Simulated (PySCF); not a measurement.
Molecule: Si(All)2(H)(OH), SMILES C=CC[SiH](O)CC=C (C6H12OSi). Atoms near the plane z = 1.2 Å, at the GFN2-xTB optimised geometry (x, y, z in Å): Si1 (0.6, -0.2, 0.0), O2 (0.3, 1.4, 0.0), C3 (-0.1, -1.1, 1.5), H9 (2.1, -0.2, 0.0), H10 (-0.6, 1.7, -0.1), H11 (-1.2, -1.1, 1.5), H12 (0.2, -2.1, 1.6).

Calculation: CAM-B3LYP/def2-SVP (PySCF 2.14.0). Cells within 0.4 Å of a nucleus heavier than hydrogen are left out (blank, or x). The values are rescaled to run from 0 to 1.

```
|11111111111111111111111111111|
|11111111111111111111111111111|
|11111111111111111111111111111|
|11111111111111111111111111111|
|11111111111111111111111111111|
|11111111111111111111111111111|
|11111111111111111111111111111|
|11111111111111111111111111111|
|11111111111111112111111111111|
|11111111111111122111111111111|
|11111111111111111111111111111|
|11111111111111111111111111111|
|11111111111111000001111111111|
|11111111111100000001111111111|
|11111111111000110000111111111|
|11111111111111342000111111111|
|11111111102434984100111111111|
|11111111104988x93101111111111|
|11111111103863752001111111111|
|11111111101322662101111111111|
|11111111111113772111111111111|
|11111111111111321111111111111|
|11111111111111100111111111111|
|11111111111111111111111111111|
|11111111111111111111111111111|
|11111111111111111111111111111|
|11111111111111111111111111111|
|11111111111111111111111111111|
|11111111111111111111111111111|
```
Scale: ten equal steps from 0.000 (start of '0') to 1.00 (end of '9'), in the order '0123456789'; x runs from -4.50 to 4.50, y from -4.50 (bottom) to 4.50 (top).

Question: Which quantity is mapped?
A) an orbital amplitude
B) Laplacian of the electron density
C) electron localisation function
D) deformation density (molecule minus spherical neutral atoms)

Answer: D, deformation density (molecule minus spherical neutral atoms). In full: deformation density (molecule minus spherical neutral atoms) (e/bohr³).
